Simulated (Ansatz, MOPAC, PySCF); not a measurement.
Molecule: CsI (charge 0, singlet). SMILES: [I][Cs]
Geometry from a B3LYP-D3(BJ)/def2-TZVP (Ansatz, a quantum-chemistry and plane-wave program) optimisation:
```
Cs
I 1 3.3768
```

Unscaled harmonic wavenumbers (cm⁻¹) in rising order, each level at the stationary point that it reaches from this structure (no distance between atoms moves by over 0.3 Å); the order of modes can differ between levels, and a negative number is imaginary. B3LYP-D3(BJ)/def2-TZVP (PySCF, at the structure above): 113.

PM3 (MOPAC): 63. Zero-point energy 0.1 against 0.2 kcal/mol.

HF/LANL2DZ (Ansatz): 98. Zero-point energy 0.1 against 0.2 kcal/mol.

B3LYP/LANL2DZ (Ansatz): 100. Zero-point energy 0.1 against 0.2 kcal/mol.
